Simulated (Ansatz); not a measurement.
Stepwise reaction of `O[SiH](Cl)O[Si](F)(F)Cl` with water, as a gas-phase model of exchange steps in deposition or etching. ΔE in kJ/mol.

Computed with Ansatz on PBE0-D4/def2-TZVP structures; ΔE is electronic, products minus reactants. CBS: MP2 limit from def2 TZ/QZ plus the TZ coupled-cluster correction, frozen cores. This one scheme is used for every species. DFT in def2-TZVPP. B3LYP here is the variant with VWN-RPA as its local correlation; programs differ in this. Each species was taken in one conformer, which may not be the lowest.

```csv
step,reaction,PBE-D4,B3LYP-D4,ωB97M-V,CCSD(T)/CBS
2,`O[SiH](Cl)O[Si](O)(F)F` + H₂O → `O[SiH](O)O[Si](O)(F)F` + HCl,-3.8,-10.9,-10.2,-9.1
```

Give the row of step 1, `O[SiH](Cl)O[Si](F)(F)Cl` + H₂O → `O[SiH](Cl)O[Si](O)(F)F` + HCl. (An estimate is asked.)

Ansatz gave: 
| step | reaction | PBE-D4 | B3LYP-D4 | ωB97M-V | CCSD(T)/CBS |
| --- | --- | --- | --- | --- | --- |
| 1 | `O[SiH](Cl)O[Si](F)(F)Cl` + H₂O → `O[SiH](Cl)O[Si](O)(F)F` + HCl | -20.2 | -27.6 | -27.6 | -25.6 |

By hand: ΔE of the 2 steps together at CCSD(T)/CBS.

(-25.6) + (-9.1) = -34.7 kJ/mol, or -17.4 kJ/mol a step.

In ΔE each step is higher than the one before. All are downhill at CCSD(T)/CBS. PBE-D4 differs from CCSD(T)/CBS by 5.3 to 5.4 kJ/mol a step. Isolated molecules leave out the surface, adducts and barriers. Largest T1 diagnostic: 0.012.
